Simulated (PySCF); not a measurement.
Compound: C2H9NSi.
SMILES: `NCC[SiH3]`

Method used: TDDFT PBE0/def2-SVPD, vertical, gas phase, core orbitals frozen in the response in PySCF 2.14.0, density-fitted response routines. Geometry: PBE0-D3(BJ)/def2-SVP, one conformer, isolated molecule. Torsions of this conformer, `[NH2:1][CH2:2][CH2:3][SiH3:4]`: N1–C2–C3–Si4 45°, H–N1–C2–C3 69°, H–N1–C2–C3 -171°.

Computed states:

```csv
state,E (eV),f
S1,6.29,0.016
S2,7.12,0.0003
S3,7.37,0.0059
S4,7.56,0.016
S5,7.81,0.056
S6,7.91,0.016
S7,7.98,0.050
S8,8.26,0.034
S9,8.36,0.0009
S10,8.44,0.027
```

Broadening: Gaussians 0.25 eV wide at half height, area fixed by f = 4.319×10⁻⁹ ∫ε dν̃. The cross-section is σ = 3.8235×10⁻²¹ ε cm², given in Mb (10⁻¹⁸ cm²). The width is an assumption, not a result. The curve ends short of the highest state used, and states not computed would add to its high-energy end.

Question: Give the broadened spectrum and its maxima.

Answer: 
```
E (eV)  σ (Mb)
  5.92    0.01
  5.95    0.04
  5.99    0.11
  6.02    0.24
  6.06    0.59
  6.09    1.05
  6.13    2.01
  6.16    2.99
  6.20    4.47
  6.23    5.51
  6.27    6.43
  6.30    6.57
  6.34    5.98
  6.37    5.08
  6.41    3.61
  6.44    2.54
  6.48    1.41
  6.51    0.82
  6.55    0.36
  6.58    0.17
  6.62    0.06
  6.65    0.02
  6.69    0.01
  6.72    0.00
  6.76    0.00
  6.79    0.00
  6.83    0.00
  6.86    0.01
  6.90    0.01
  6.93    0.02
  6.97    0.05
  7.00    0.07
  7.04    0.11
  7.07    0.15
  7.11    0.23
  7.14    0.33
  7.18    0.57
  7.21    0.85
  7.25    1.39
  7.28    1.91
  7.32    2.73
  7.35    3.42
  7.39    4.41
  7.42    5.21
  7.46    6.31
  7.49    7.10
  7.53    8.02
  7.56    8.65
  7.60    9.74
  7.63   11.12
  7.67   14.25
  7.70   17.71
  7.74   23.45
  7.77   27.99
  7.81   33.32
  7.84   36.22
```

Maxima: 197 nm (6.29 eV), ε about 1700, made up of S1 (100%) (ε in L mol⁻¹ cm⁻¹; maxima over ε = 5, shares over 10%). At its high-energy end, 7.84 eV, the curve is still rising (ε about 9500, from S5, S6 and S7).

Question: What would ε be at 6.29 eV, the highest of these maxima, with half the width (0.125 eV)?

Answer: About 3440 L mol⁻¹ cm⁻¹ against 1720, a factor of about 2.00; a lone state at its own centre would give exactly 2.

Question: Coming from long wavelengths, where does ε first pass 100 L mol⁻¹ cm⁻¹?

Answer: At about 205 nm (6.04 eV), 0.25 eV below S1.

Question: On this curve, what absorbance would a 10⁻⁴ mol/L sample give at 193 nm over a 1 cm path?

Answer: 193 nm is 6.424 eV, where ε is about 810 L mol⁻¹ cm⁻¹, so A = ε c l ≈ 0.081 (Beer–Lambert, with the gas-phase spectrum and the assumed width).

All these states lie below the vertical ionisation energy of 9.37 eV (ΔSCF).

Without π bonds the low states are Rydberg-like; a valence basis with one diffuse set may place them up to an eV too high.
